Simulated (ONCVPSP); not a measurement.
## Before and after: ONCV potential for potassium (K)

- Element: potassium
- Generator: ONCVPSP 4.0.1
- Type: optimised norm-conserving Vanderbilt (ONCV)
- Functional: LDA (Perdew-Wang 92)
- Relativity: scalar-relativistic
- Frozen core: [Ne]
- Valence charge: 9
- Reference configuration: 3s2 3p6 4s0.5 4p0.5
- Partial waves: 3s+4s: rc 1.95 bohr, ncon 3, nbas 6, qcut 7.6 1/bohr, 2 projectors; 3p+4p: rc 2.50 bohr, ncon 4, nbas 7, qcut 6.4 1/bohr, 2 projectors; d scattering state at 0.12 Ha: rc 2.00 bohr, ncon 3, nbas 6, qcut 5.7 1/bohr, 2 projectors, debl 0.6 Ha; f scattering state at 0.4 Ha: rc 2.75 bohr, ncon 4, nbas 7, qcut 4.6 1/bohr, 2 projectors, debl 2.3 Ha
- Local potential: polynomial inside 1.55 bohr (lpopt 3, dvloc0 6 Ha)
- Core correction: Teter function, fcfact 4.25, rcfact 1.4

All-electron outer shells of the reference configuration (LDA (PZ), scalar-relativistic, ld1.x):

```json
{"shell": "2p", "level (eV)": "-280.80", "outermost node (bohr)": "–", "outermost maximum (bohr)": "0.26"}
{"shell": "3s", "level (eV)": "-35.94", "outermost node (bohr)": "0.48", "outermost maximum (bohr)": "1.07"}
{"shell": "3p", "level (eV)": "-19.59", "outermost node (bohr)": "0.45", "outermost maximum (bohr)": "1.15"}
{"shell": "4s", "level (eV)": "-2.79", "outermost node (bohr)": "1.58", "outermost maximum (bohr)": "3.98"}
{"shell": "4p", "level (eV)": "-1.16", "outermost node (bohr)": "1.87", "outermost maximum (bohr)": "5.71"}
```

Change: s: ncon 5, nbas 8.

Cutoffs: the cutoffs (Ha) at which the residual kinetic energy of the hardest occupied pseudo-wave falls to 1 and 0.1 mHa per electron; they do not see the model core or the augmentation charge, which bear on the density cutoff. Errors are all-electron minus pseudo energies relative to the spin-unpolarised reference configuration.

Problem. What does the change do?

Solution. The potential gets harder (15 Ha and 18 Ha → 18 Ha and 22 Ha); of the 4 tests that both files solve, the error grows in 0 and shrinks in 1 by more than 15 % and 0.3 meV (median size 0.0 → 0.0 meV); neither file shows a bound ghost.

| quantity | base | changed |
| --- | --- | --- |
| cutoff, loose | 15 Ha | 18 Ha |
| cutoff, tight | 18 Ha | 22 Ha |
| loose cutoff by channel | s 15 Ha, p 11 Ha | s 18 Ha, p 11 Ha |
| bound ghosts | none | none |
| GHOST(+) flags under 300 eV | none | none |
| error for 3s2 3p6 4s1 4p0, meV [ΔE -0.80 eV] | 0.0 | 0.0 |
| error for 3s2 3p6 4s0 4p0, meV [ΔE 3.60 eV] | -0.1 | -0.1 |
| error for 3s2 3p6 4s0.5 4p0, meV [ΔE 0.91 eV] | 0.0 | 0.0 |
| error for 3s1 3p6 4s1 4p0, meV [ΔE 41.03 eV] | -69 | -27 |
| s: phases at 1.98 bohr within 0.05 rad from the reference energy up to (Ha; the scan ends near 5) | to the end of the scan | to the end of the scan |
| p: phases at 2.53 bohr within 0.05 rad from the reference energy up to (Ha; the scan ends near 5) | 4.4 | 4.4 |
| d: phases at 2.03 bohr within 0.05 rad from the reference energy up to (Ha; the scan ends near 5) | 2.2 | 2.2 |
| f: phases at 2.78 bohr within 0.05 rad from the reference energy up to (Ha; the scan ends near 5) | to the end of the scan | to the end of the scan |
| rms error of d²Exc/dni dnj with the model core, mHa | 0.26 | 0.12 |
